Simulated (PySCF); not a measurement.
## Correlation energy of La⁴⁸⁺ (lanthanum, charge +48)

[He] 2s2 2p5, 2P determinant. All numbers are calculated (PySCF 2.14, the spin-free X2C one-electron Hamiltonian (Gaussian nucleus), in an even-tempered Gaussian basis (19 s from 24 bohr⁻², ratio 2.2; 12 p from 31 bohr⁻², ratio 2.2; 5 d from 130 bohr⁻², ratio 2.4; 5 f from 190 bohr⁻², ratio 2.4; 4 g from 280 bohr⁻², ratio 2.4)). Frozen: nothing; 9 electrons correlated; the 11 highest virtual orbitals of each spin left out.

MP2 pair energies summed by pair of shells (mhartree):

```csv
pair,energy,share (%)
2p-2p,-157.95,43.3
2s-2p,-90.47,24.8
1s-1s,-48.10,13.2
1s-2p,-41.71,11.4
2s-2s,-13.70,3.8
1s-2s,-13.10,3.6
```

Total MP2 correlation energy: -365.03 mhartree.

At this charge the one-electron X2C treatment keeps the bare 1/r₁₂, with no two-electron picture change or Breit term. That inflates the 1s pair energies well beyond their four-component values; and a scalar Hamiltonian misses the large spin-orbit splitting of the p shells, which matters for ns² → np² pairs.
